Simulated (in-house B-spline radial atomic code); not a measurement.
**Sr4+: [Ar] 3d10 4s2 4p4**

Method: non-relativistic LC-wPBE, spin-polarised, spherical fractional occupations, exact exchange averaged over the configuration, point nucleus. Calculated with a radial B-spline atomic code at the basis-set limit.

Z_r = [3n² - l(l+1)]/(2<r>); Z_e = n√(-2ε); the last column is Slater's effective charge. Values are occupation-weighted means over spin.

```csv
shell,electrons,ε (eV),<r> (bohr),Z_r,Z_e,Slater
1s,2,-15667,0.04018,37.33,33.93,37.70
2s,2,-2138.1,0.177,33.91,25.07,33.85
2p,6,-1952.6,0.1522,32.84,23.96,33.85
3s,2,-374.93,0.5028,26.85,15.75,26.75
3p,6,-306.94,0.5027,24.87,14.25,26.75
3d,10,-183.87,0.4952,21.20,11.03,16.85
4s,2,-87.973,1.325,18.11,10.17,10.95
4p,4,-69.967,1.447,15.89,9.07,10.95
```

The least bound orbital is 4p down at -68.15 eV, and it is also the most diffuse (<r> = 1.453 bohr).
